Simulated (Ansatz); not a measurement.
Ansatz (a program for electronic structure) job for C3H7BO2, SMILES OB1CC(O)C1, r2SCAN-D4/def2-SVP. 

Ansatz 0.2 input:
```yaml
crystal:
  periodic: [false, false, false]
  atoms:
    - {symbol: O, position_ang: [2.23531512, 0.96979872, 0.04384151]}
    - {symbol: B, position_ang: [1.02588593, 0.42544240, -0.00470992]}
    - {symbol: C, position_ang: [-0.43104072, 1.03199634, 0.18341355]}
    - {symbol: C, position_ang: [-0.92469174, -0.42934542, 0.35140725]}
    - {symbol: O, position_ang: [-2.00366815, -0.82132949, -0.46090343]}
    - {symbol: C, position_ang: [0.41640617, -1.04338080, -0.10748153]}
    - {symbol: H, position_ang: [2.99221550, 0.38957596, -0.04936590]}
    - {symbol: H, position_ang: [-0.65903571, 1.69872453, 1.01245287]}
    - {symbol: H, position_ang: [-0.85344978, 1.46823255, -0.72086073]}
    - {symbol: H, position_ang: [-1.13854726, -0.66064097, 1.40470540]}
    - {symbol: H, position_ang: [-2.76968905, -0.28149938, -0.23972748]}
    - {symbol: H, position_ang: [0.30063287, -1.42293713, -1.12136880]}
    - {symbol: H, position_ang: [0.78122560, -1.86204199, 0.51017391]}
basis:
  gaussian:
    orbitals: def2-SVP
hamiltonian:
  xc: r2scan
  dispersion: d4
relax: {f_tol: 0.002, max_steps: 200}
```

Output:

```
WARN ansatz: RAYON_NUM_THREADS=2 ignored (pool sized by the plan → 2); use --threads N
Functional definition: r2SCAN
integrals: 0.06 GiB planned
1320 factors; their error is unknown
mean field: 0.39 GiB planned
mean field evaluation 1: about -7973.4391 eV, gradient 7.6e1 eV
mean field evaluation 2: about -7962.7934 eV, gradient 1.0e2 eV
mean field evaluation 4: about -7985.6469 eV, gradient 5.5e0 eV
mean field evaluation 8: about -7985.6557 eV, gradient 3.3e-1 eV
mean field evaluation 16: about -7985.6560 eV, gradient 2.8e-5 eV
mean field -7985.65596131 eV, -293.4674437062 hartree, gradient 2.8e-5 eV, S^2 0.000000; 0 other end points of the search recorded, 0 dependent functions left out
the calculation of the forces begins
reference -7985.65597178 eV, -293.4674440907 hartree; 23, 23 occupied and 96, 96 virtual orbitals, 1320 factors
relax step   1: F+E_penalty+E_count = -7985.71817101 eV  Δ(F+E_penalty+E_count) = +0.000e0 eV  max|allowed force component| = 1.173e0 eV/Å  Δτ_max = 0.0000 Å  (28 SCF iters, accepted)
these checks for a lower state are left out or cut short: starts, cluster_reference, orbital_swaps, neighbouring_geometries, increment
integrals: 0.06 GiB planned
1320 factors; their error is unknown
mean field: 0.39 GiB planned
mean field -7985.71604465 eV, -293.4696517281 hartree, gradient 8.1e-6 eV, S^2 0.000000; 0 other end points of the search recorded, 0 dependent functions left out
the calculation of the forces begins
reference -7985.71605514 eV, -293.4696521135 hartree; 23, 23 occupied and 96, 96 virtual orbitals, 1320 factors
relax step   2: F+E_penalty+E_count = -7985.77827256 eV  Δ(F+E_penalty+E_count) = -6.010e-2 eV  max|allowed force component| = 5.212e-1 eV/Å  Δτ_max = 0.0551 Å  (31 SCF iters, accepted)
these checks for a lower state are left out or cut short: starts, cluster_reference, orbital_swaps, neighbouring_geometries, increment
integrals: 0.06 GiB planned
1320 factors; their error is unknown
mean field: 0.39 GiB planned
mean field -7985.73119525 eV, -293.4702085023 hartree, gradient 8.0e-6 eV, S^2 0.000000; 0 other end points of the search recorded, 0 dependent functions left out
the calculation of the forces begins
reference -7985.73120573 eV, -293.4702088875 hartree; 23, 23 occupied and 96, 96 virtual orbitals, 1320 factors
relax step   3: F+E_penalty+E_count = -7985.79339302 eV  Δ(F+E_penalty+E_count) = -1.512e-2 eV  max|allowed force component| = 1.707e-1 eV/Å  Δτ_max = 0.0416 Å  (32 SCF iters, accepted)
these checks for a lower state are left out or cut short: starts, cluster_reference, orbital_swaps, neighbouring_geometries, increment
integrals: 0.06 GiB planned
1320 factors; their error is unknown
mean field: 0.39 GiB planned
mean field evaluation 32: about -7985.7626 eV, gradient 3.0e0 eV
mean field -7985.74032650 eV, -293.4705440695 hartree, gradient 8.3e-6 eV, S^2 0.000000; 0 other end points of the search recorded, 0 dependent functions left out
the calculation of the forces begins
reference -7985.74033695 eV, -293.4705444538 hartree; 23, 23 occupied and 96, 96 virtual orbitals, 1320 factors
relax step   4: F+E_penalty+E_count = -7985.80252348 eV  Δ(F+E_penalty+E_count) = -9.130e-3 eV  max|allowed force component| = 1.739e-1 eV/Å  Δτ_max = 0.0550 Å  (30 SCF iters, accepted)
these checks for a lower state are left out or cut short: starts, cluster_reference, orbital_swaps, neighbouring_geometries, increment
integrals: 0.06 GiB planned
1320 factors; their error is unknown
mean field: 0.39 GiB planned
mean field -7985.73809581 eV, -293.4704620933 hartree, gradient 2.5e-5 eV, S^2 0.000000; 0 other end points of the search recorded, 0 dependent functions left out
the calculation of the forces begins
reference -7985.73810625 eV, -293.4704624770 hartree; 23, 23 occupied and 96, 96 virtual orbitals, 1320 factors
relax step   5: F+E_penalty+E_count = -7985.80028841 eV  Δ(F+E_penalty+E_count) = +2.235e-3 eV  max|allowed force component| = 2.077e-1 eV/Å  Δτ_max = 0.1325 Å  (28 SCF iters, rejected (line search))
these checks for a lower state are left out or cut short: starts, cluster_reference, orbital_swaps, neighbouring_geometries, increment
integrals: 0.06 GiB planned
1320 factors; their error is unknown
mean field: 0.39 GiB planned
mean field -7985.74864668 eV, -293.4708498306 hartree, gradient 8.2e-6 eV, S^2 0.000000; 0 other end points of the search recorded, 0 dependent functions left out
the calculation of the forces begins
reference -7985.74865712 eV, -293.4708502143 hartree; 23, 23 occupied and 96, 96 virtual orbitals, 1320 factors
relax step   6: F+E_penalty+E_count = -7985.81085576 eV  Δ(F+E_penalty+E_count) = -8.332e-3 eV  max|allowed force component| = 8.366e-2 eV/Å  Δτ_max = 0.0639 Å  (30 SCF iters, accepted)
these checks for a lower state are left out or cut short: starts, cluster_reference, orbital_swaps, neighbouring_geometries, increment
integrals: 0.06 GiB planned
1320 factors; their error is unknown
mean field: 0.39 GiB planned
mean field -7985.75062794 eV, -293.4709226405 hartree, gradient 8.1e-6 eV, S^2 0.000000; 0 other end points of the search recorded, 0 dependent functions left out
the calculation of the forces begins
reference -7985.75063836 eV, -293.4709230237 hartree; 23, 23 occupied and 96, 96 virtual orbitals, 1320 factors
relax step   7: F+E_penalty+E_count = -7985.81286558 eV  Δ(F+E_penalty+E_count) = -2.010e-3 eV  max|allowed force component| = 1.367e-1 eV/Å  Δτ_max = 0.0975 Å  (30 SCF iters, accepted)
these checks for a lower state are left out or cut short: starts, cluster_reference, orbital_swaps, neighbouring_geometries, increment
integrals: 0.06 GiB planned
1320 factors; their error is unknown
mean field: 0.39 GiB planned
mean field evaluation 64: about -7985.7518 eV, gradient 2.3e-3 eV
mean field -7985.75175433 eV, -293.4709640345 hartree, gradient 8.2e-6 eV, S^2 0.000000; 0 other end points of the search recorded, 0 dependent functions left out
the calculation of the forces begins
reference -7985.75176474 eV, -293.4709644174 hartree; 23, 23 occupied and 96, 96 virtual orbitals, 1320 factors
relax step   8: F+E_penalty+E_count = -7985.81400299 eV  Δ(F+E_penalty+E_count) = -1.137e-3 eV  max|allowed force component| = 6.501e-2 eV/Å  Δτ_max = 0.0111 Å  (31 SCF iters, accepted)
these checks for a lower state are left out or cut short: starts, cluster_reference, orbital_swaps, neighbouring_geometries, increment
integrals: 0.06 GiB planned
1320 factors; their error is unknown
mean field: 0.39 GiB planned
mean field -7985.75207091 eV, -293.4709756688 hartree, gradient 8.2e-6 eV, S^2 0.000000; 0 other end points of the search recorded, 0 dependent functions left out
the calculation of the forces begins
reference -7985.75208133 eV, -293.4709760517 hartree; 23, 23 occupied and 96, 96 virtual orbitals, 1320 factors
relax step   9: F+E_penalty+E_count = -7985.81433256 eV  Δ(F+E_penalty+E_count) = -3.296e-4 eV  max|allowed force component| = 2.334e-2 eV/Å  Δτ_max = 0.0079 Å  (32 SCF iters, accepted)
these checks for a lower state are left out or cut short: starts, cluster_reference, orbital_swaps, neighbouring_geometries, increment
integrals: 0.06 GiB planned
1320 factors; their error is unknown
mean field: 0.39 GiB planned
mean field -7985.75203942 eV, -293.4709745114 hartree, gradient 8.2e-6 eV, S^2 0.000000; 0 other end points of the search recorded, 0 dependent functions left out
the calculation of the forces begins
reference -7985.75204983 eV, -293.4709748943 hartree; 23, 23 occupied and 96, 96 virtual orbitals, 1320 factors
relax step  10: F+E_penalty+E_count = -7985.81428913 eV  Δ(F+E_penalty+E_count) = +4.344e-5 eV  max|allowed force component| = 2.618e-2 eV/Å  Δτ_max = 0.0055 Å  (32 SCF iters, rejected (line search))
these checks for a lower state are left out or cut short: starts, cluster_reference, orbital_swaps, neighbouring_geometries, increment
integrals: 0.06 GiB planned
1320 factors; their error is unknown
mean field: 0.39 GiB planned
mean field -7985.75213259 eV, -293.4709779353 hartree, gradient 1.3e-5 eV, S^2 0.000000; 0 other end points of the search recorded, 0 dependent functions left out
the calculation of the forces begins
reference -7985.75214301 eV, -293.4709783183 hartree; 23, 23 occupied and 96, 96 virtual orbitals, 1320 factors
relax step  11: F+E_penalty+E_count = -7985.81438740 eV  Δ(F+E_penalty+E_count) = -5.484e-5 eV  max|allowed force component| = 4.079e-3 eV/Å  Δτ_max = 0.0021 Å  (24 SCF iters, accepted)
these checks for a lower state are left out or cut short: starts, cluster_reference, orbital_swaps, neighbouring_geometries, increment
integrals: 0.06 GiB planned
1320 factors; their error is unknown
mean field: 0.39 GiB planned
mean field -7985.75213427 eV, -293.4709779973 hartree, gradient 1.4e-5 eV, S^2 0.000000; 0 other end points of the search recorded, 0 dependent functions left out
the calculation of the forces begins
reference -7985.75214469 eV, -293.4709783802 hartree; 23, 23 occupied and 96, 96 virtual orbitals, 1320 factors
relax step  12: F+E_penalty+E_count = -7985.81438907 eV  Δ(F+E_penalty+E_count) = -1.665e-6 eV  max|allowed force component| = 1.981e-3 eV/Å  Δτ_max = 0.0006 Å  (22 SCF iters, accepted)
integrals: 0.06 GiB planned
1320 factors; their error is unknown
mean field: 0.39 GiB planned
mean field evaluation 96: about -7963.0208 eV, gradient 1.0e2 eV
mean field -7985.75213427 eV, -293.4709779973 hartree, gradient 1.4e-5 eV, S^2 0.000000; 1 other end points of the search recorded, 0 dependent functions left out
the calculation of the forces begins
reference -7985.75214469 eV, -293.4709783802 hartree; 23, 23 occupied and 96, 96 virtual orbitals, 1320 factors
Total energy: -7985.81439949 eV, -293.4732662017 hartree
Atom 0 at     2.228416     0.955646     0.228233 Å, force    -0.001455    -0.000238    -0.000358 eV/Å
Atom 1 at     1.003569     0.423617     0.025290 Å, force    -0.000125     0.000117    -0.000344 eV/Å
Atom 2 at    -0.441647     1.056110     0.111030 Å, force     0.001981     0.000645    -0.001143 eV/Å
Atom 3 at    -0.899170    -0.415598     0.358090 Å, force     0.000790     0.000128     0.001213 eV/Å
Atom 4 at    -2.041787    -0.874816    -0.323577 Å, force    -0.001347    -0.000207    -0.000639 eV/Å
Atom 5 at     0.412064    -1.034047    -0.181429 Å, force     0.000825     0.001423    -0.001320 eV/Å
Atom 6 at     2.933314     0.296367     0.175583 Å, force     0.000432    -0.000447     0.000470 eV/Å
Atom 7 at    -0.725625     1.835511     0.834908 Å, force    -0.001125    -0.000264     0.000735 eV/Å
Atom 8 at    -0.780478     1.357442    -0.897825 Å, force     0.000180    -0.000172     0.000461 eV/Å
Atom 9 at    -0.980080    -0.602496     1.450387 Å, force     0.000371    -0.000110     0.000284 eV/Å
Atom 10 at    -2.793103    -0.352616    -0.011411 Å, force    -0.000239    -0.000089    -0.000113 eV/Å
Atom 11 at     0.261497    -1.230772    -1.259547 Å, force    -0.000166    -0.000586     0.000029 eV/Å
Atom 12 at     0.794589    -1.951752     0.291846 Å, force    -0.000121    -0.000200     0.000727 eV/Å
Dipole moment:     0.135531    -0.024567     0.142232 e Å
```

The calculation finished and met its thresholds.

Cost: about 70 core-seconds (a rough figure).
